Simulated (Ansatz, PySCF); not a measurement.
Gas-phase reaction (SMILES): NB(F)F + 3 [H][H] (H2) -> B (BH3) + 2 F (HF) + N (NH3); energy of full hydrogenation.

Geometries: B3LYP-D3(BJ)/def2-TZVP minima from Ansatz (a program for electronic structure), one conformer each, not searched for the lowest. Cores are frozen in the correlated levels unless marked. Spin-orbit coupling is left out. No relativistic terms. Basis-set limits of correlation are two-point, X^-3; Hartree-Fock from the larger set. The bracket is a focal-point correction in the basis named. Thermal terms are rigid-rotor harmonic-oscillator values from B3LYP-D3(BJ) frequencies (PySCF) at 298.15 K and 1 atm. 1 Eh = 627.5095 kcal/mol.

```json
[
 {"species": "NB(F)F", "E, RI-MP2/CBS(aug-cc-pVTZ,aug-cc-pVQZ)+[CCSD(T)-MP2]/aug-cc-pVTZ (Ansatz) (Eh)": "-280.45847", "E, PBE/def2-TZVPD (Ansatz) (Eh)": "-280.49360", "H - E (Eh)": "0.04174", "G - E (Eh)": "0.01090"},
 {"species": "[H][H] (H2)", "E, RI-MP2/CBS(aug-cc-pVTZ,aug-cc-pVQZ)+[CCSD(T)-MP2]/aug-cc-pVTZ (Ansatz) (Eh)": "-1.17524", "E, PBE/def2-TZVPD (Ansatz) (Eh)": "-1.16589", "H - E (Eh)": "0.01336", "G - E (Eh)": "-0.00144"},
 {"species": "B (BH3)", "E, RI-MP2/CBS(aug-cc-pVTZ,aug-cc-pVQZ)+[CCSD(T)-MP2]/aug-cc-pVTZ (Ansatz) (Eh)": "-26.55177", "E, PBE/def2-TZVPD (Ansatz) (Eh)": "-26.55229", "H - E (Eh)": "0.03008", "G - E (Eh)": "0.00872"},
 {"species": "F (HF)", "E, RI-MP2/CBS(aug-cc-pVTZ,aug-cc-pVQZ)+[CCSD(T)-MP2]/aug-cc-pVTZ (Ansatz) (Eh)": "-100.39388", "E, PBE/def2-TZVPD (Ansatz) (Eh)": "-100.39521", "H - E (Eh)": "0.01259", "G - E (Eh)": "-0.00713"},
 {"species": "N (NH3)", "E, RI-MP2/CBS(aug-cc-pVTZ,aug-cc-pVQZ)+[CCSD(T)-MP2]/aug-cc-pVTZ (Ansatz) (Eh)": "-56.50756", "E, PBE/def2-TZVPD (Ansatz) (Eh)": "-56.51037", "H - E (Eh)": "0.03799", "G - E (Eh)": "0.01614"}
]
```

Problem. Work out ΔE and ΔH, ΔG, ΔS and the equilibrium constant at 298.15 K at the first level, then ΔH at the second.

Solution. 
1. ΔE = [(-26.55177) + 2×(-100.39388) + (-56.50756)] - [(-280.45847) + 3×(-1.17524)] = 0.13710 Eh = 86.0 kcal/mol at RI-MP2/CBS(aug-cc-pVTZ,aug-cc-pVQZ)+[CCSD(T)-MP2]/aug-cc-pVTZ.
2. The terms H - E add up to 0.01143 Eh, so ΔH = (0.13710 + (0.01143))×627.5095 = 93.2 kcal/mol.
3. The terms G - E add up to 0.00402 Eh, so ΔG = 88.6 kcal/mol, and ΔS = (0.01143 - (0.00402))×627509.5/298.15 = 15.6 cal/(mol K).
4. log10 K = -ΔG/(RT ln 10) = -64.9, with RT ln 10 = 1.3642 kcal/mol.
5. At PBE/def2-TZVPD the same steps give ΔE = 86.7 and ΔH = 93.9 kcal/mol, a shift of +0.7 from the first level.
6. These values are not checked against measurement here, since the tables used lack a sound gas-phase enthalpy of formation for at least one species.
